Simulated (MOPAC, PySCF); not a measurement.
C3H6S, SMILES `C1SCC1`, neutral singlet in the gas phase. 

Cartesian coordinates (Å):
```xyz
10

C      0.0028     0.6887    -0.2325
C     -1.1314    -0.3253    -0.0436
S     -0.0773    -1.3434     1.0529
C      1.1301    -0.2428     0.2277
H      0.1088     1.0972    -1.2403
H     -0.1113     1.5183     0.4664
H     -2.0426     0.0449     0.4245
H     -1.3858    -0.8677    -0.9558
H      1.6309    -0.7577    -0.5939
H      1.8759     0.1878     0.8945
```
Charge 0, multiplicity 1.

All levels are single points at this geometry (PBE0-D3(BJ)/def2-TZVP); Pople sets use spherical d functions. Orbital energies aren't observables, and empty levels follow the basis.

| level | HOMO (eV) | LUMO (eV) | gap (eV) | dipole (D) | vertical IE, Delta-SCF (eV) |
|---|---|---|---|---|---|
| PBE-D3(BJ)/def2-TZVP in PySCF | -5.04 | -0.83 | 4.20 | 1.85 | 8.42 |
| PBE0-D3(BJ)/def2-TZVP in PySCF | -6.26 | 0.18 | 6.44 | 1.94 | 8.51 |
| ωB97X-D3(BJ)/def2-TZVP in PySCF | -8.71 | 2.32 | 11.03 | 1.96 | 8.69 |
| B3LYP/3-21G in PySCF | -5.93 | 0.65 | 6.58 | 2.12 | – |
| B3LYP/6-311+G** in PySCF | -6.08 | -0.35 | 5.74 | 1.99 | – |
| B3LYP/LANL2DZ in PySCF | -5.92 | 0.47 | 6.39 | 2.25 | – |
| BP86/6-31G* in PySCF | -4.98 | -0.54 | 4.43 | 2.01 | – |
| PBE/6-31G* in PySCF | -4.88 | -0.46 | 4.41 | 2.01 | 8.38 |
| SVWN5/6-31G* in PySCF | -4.92 | -0.61 | 4.31 | 2.04 | 8.50 |
| HF/6-31G* in PySCF | -9.06 | 4.43 | 13.49 | 2.16 | 7.58 |
| AM1 in MOPAC | -8.63 | 0.84 | 9.48 | 2.14 | – |
| PM3 in MOPAC | -8.97 | 0.27 | 9.23 | 2.29 | – |
| PM6 in MOPAC | -8.69 | 0.20 | 8.89 | 1.96 | – |
